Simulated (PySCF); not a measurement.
Coordinates in bohr (charge 0 multiplicity 2):
```
Si    0.0000    0.0000    0.7027
O     2.9308    0.0842   -0.4133
O    -1.5383    2.4960   -0.4133
O    -1.3925   -2.5802   -0.4133
H     4.0089   -1.2902    0.0936
H    -0.8871    4.1169    0.0936
H    -3.1217   -2.8267    0.0936
```

Computed with PySCF, UPBE0, basis Si def2-SVP, O def2-SVP, H def2-SVP (no relativity, density fitting).

This geometry of Si(OH)₃ is a stationary point at this level.

Problem. What is the point group?

Solution. C3.

Problem. Is it a minimum?

Solution. Yes: all harmonic wavenumbers are real.

Problem. Which band is strongest in the infrared?

Solution. 778 cm⁻¹ (e), 463 km/mol.

Problem. What are the dipole moment and the gap between the highest occupied and lowest empty levels of either spin?

Solution. 1.81 D and 3.87 eV.

Problem. What is the atomisation energy, with and without zero-point energy?

Solution. 2602 kJ/mol without, 2492 kJ/mol with.

Other isomers or separated fragments may lie lower.
